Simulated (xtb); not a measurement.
CH₆BFO₂Si, SMILES COB(F)O[SiH3]. All values are semi-empirical tight-binding results from xtb (GFN2-xTB unless named), good for trends rather than for accurate numbers. Coordinates come from a GFN2-xTB optimisation. This is a generated structure with no PubChem entry under its InChIKey; it may be hypothetical. The values are those of a single conformer.

Computed properties:
```json
{
 "orbital_gap": "6.43 eV",
 "dipole_moment": "1.95 D",
 "zero_point_energy": "47.6 kcal/mol",
 "G − E(el) at 298.15 K (modified RRHO)": "26.0 kcal/mol",
 "static polarisability (D4 model)": "67.4 bohr³",
 "solvation energy, GFN2-xTB/ALPB(water)": "-1.8 kcal/mol",
 "solvation energy, GFN2-xTB/ALPB(ether)": "-4.5 kcal/mol"
}
```
